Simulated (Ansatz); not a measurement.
H4Cl3GeNOSi (SMILES N[SiH2][O][Ge]([Cl])([Cl])[Cl]), singlet, at a GFN2-xTB geometry, atoms displaced at random by about 0.08 Å a coordinate; PBE0/STO-3G, gradient (Ansatz, a quantum-chemistry and plane-wave program).

Here is a job for Ansatz.
Ansatz 0.2 input:
```yaml
crystal:
  periodic: [false, false, false]
  atoms:
    - {symbol: Si, position_ang: [-2.40940212, -0.21677343, 0.94614036]}
    - {symbol: N, position_ang: [-3.15443452, 0.11144952, -0.59164486]}
    - {symbol: O, position_ang: [-0.90523112, 0.08505804, 0.98339205]}
    - {symbol: Ge, position_ang: [0.58800853, -0.00950513, -0.02954237]}
    - {symbol: Cl, position_ang: [0.76537295, -1.83411802, -0.58098511]}
    - {symbol: Cl, position_ang: [2.07996000, 0.58951697, 1.28341358]}
    - {symbol: Cl, position_ang: [0.43862063, 1.48762461, -1.70030949]}
    - {symbol: H, position_ang: [-2.74050621, 0.54668553, 2.11898264]}
    - {symbol: H, position_ang: [-2.54473875, -1.79403859, 1.07591110]}
    - {symbol: H, position_ang: [-2.81687298, 0.89697644, -0.95503246]}
    - {symbol: H, position_ang: [-4.14697003, -0.07738504, -0.73699189]}
basis:
  gaussian:
    orbitals: STO-3G
hamiltonian:
  xc: pbe0
output: {forces: true}
```

What the program printed (banner, timings and long lists left out):

```
Functional definition: PBE0
773 factors; integrals over basis functions are off by at most 3.1e-5 eV
mean field evaluation 1: about -104338.5167 eV, gradient 4.4e1 eV
mean field evaluation 2: about -104339.8722 eV, gradient 4.2e1 eV
mean field evaluation 4: about -104345.7014 eV, gradient 2.8e0 eV
mean field evaluation 8: about -104345.7295 eV, gradient 1.3e-1 eV
mean field -104345.72952535 eV, -3834.6348319808 hartree, gradient 2.6e-5 eV, S^2 0.000000; 0 other end points of the search recorded, 0 dependent functions left out
the calculation of the forces begins
reference -104345.72954595 eV, -3834.6348327379 hartree; 58, 58 occupied and 10, 10 virtual orbitals, 773 factors
Total energy: -104345.72954595 eV, -3834.6348327379 hartree
Atom 0 at    -2.409402    -0.216773     0.946140 Å, force    -5.485374    -4.870596    -0.316968 eV/Å
Atom 1 at    -3.154435     0.111450    -0.591645 Å, force    -0.914268    -5.712195     3.860468 eV/Å
Atom 2 at    -0.905231     0.085058     0.983392 Å, force     9.479259     1.716436    -2.357040 eV/Å
Atom 3 at     0.588009    -0.009505    -0.029542 Å, force    -5.149253     5.496404     2.346314 eV/Å
Atom 4 at     0.765373    -1.834118    -0.580985 Å, force     0.836132    -5.336898    -2.021546 eV/Å
Atom 5 at     2.079960     0.589517     1.283414 Å, force     1.044254     0.487883     0.677917 eV/Å
Atom 6 at     0.438621     1.487625    -1.700309 Å, force     0.136604    -0.943081     0.950918 eV/Å
Atom 7 at    -2.740506     0.546686     2.118983 Å, force    -1.043553     0.068006     0.320966 eV/Å
Atom 8 at    -2.544739    -1.794039     1.075911 Å, force    -0.242804     2.605377     0.251528 eV/Å
Atom 9 at    -2.816873     0.896976    -0.955032 Å, force     1.607775     6.264098    -3.472157 eV/Å
Atom 10 at    -4.146970    -0.077385    -0.736992 Å, force    -0.268773     0.224567    -0.240401 eV/Å
Dipole moment:    -0.527741     0.005092     0.123685 e Å
```
